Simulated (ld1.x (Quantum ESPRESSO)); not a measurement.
**What one change does to a pseudopotential (sulfur, TM semilocal)**

* Element: sulfur
* Generator: ld1.x (Quantum ESPRESSO) 7.5
* Type: norm-conserving Troullier–Martins (semilocal form)
* Functional: LDA (PZ)
* Relativity: non-relativistic
* Frozen core: [Ne]
* Valence charge: 6
* Reference configuration: 3s2 3p4
* Partial waves: 3p (bound): rc 1.15 bohr; 3s (bound): rc 1.10 bohr
* Local potential: the s channel
* Core correction: a·sin(br)/r model core inside 0.85 bohr

Change: core correction a·sin(br)/r model core inside 0.64 bohr.

Cutoffs: the cutoffs (Ry, on a coarse ladder) from which the occupation-weighted sum of valence levels, in a spherical-Bessel basis at the reference potential, stays within 10 and 1 mRy of its value at 400 Ry; they do not see the model core or the augmentation charge, which bear on the density cutoff. Errors are all-electron minus pseudo energies relative to the spin-unpolarised reference configuration.

Q: What does the change do?

A: The potential gets neither clearly harder nor softer (90 Ry and 180 Ry → 90 Ry and 180 Ry); of the 9 tests that both files solve, the error grows in 0 and shrinks in 2 by more than 15 % and 0.3 meV (median size 5.2 → 5.1 meV); neither file shows a bound ghost. A semilocal file is local in each channel, so a ghost entry of none says nothing of the separable form that plane-wave codes build from it. A model core, the more so a compact one, raises the density cutoff, which this test does not measure.

| quantity | base | changed |
| --- | --- | --- |
| cutoff, loose | 90 Ry | 90 Ry |
| cutoff, tight | 180 Ry | 180 Ry |
| bound ghosts | none | none |
| error for 3s2 3p3, meV [ΔE 11.88 eV] | +5.2 | +5.2 |
| error for 3s2 3p2, meV [ΔE 34.26 eV] | +31 | +31 |
| error for 3s2 3p1, meV [ΔE 68.43 eV] | +92 | +90 |
| error for 3s2 3p4.3, meV [ΔE -1.74 eV] | +0.2 | +0.2 |
| error for 3s2 3p3.5, meV [ΔE 4.72 eV] | +1.0 | +1.0 |
| error for 3s1 3p5, meV [ΔE 10.11 eV] | +1.5 | +1.5 |
| error for 3s0 3p6, meV [ΔE 20.34 eV] | +6.2 | +5.9 |
| error for 3s2 3p4 (spin-polarised), meV [ΔE -0.71 eV] | +3.6 | +1.1 |
| error for 3s2 3p3 (spin-polarised), meV [ΔE 9.91 eV] | +13 | +5.1 |
| s: phases at 1.25 bohr within 0.05 rad from the reference energy up to (Ry; the scan ends near 5) | 0.9 | 0.9 |
| p: phases at 1.25 bohr within 0.05 rad from the reference energy up to (Ry; the scan ends near 5) | 1.3 | 1.3 |
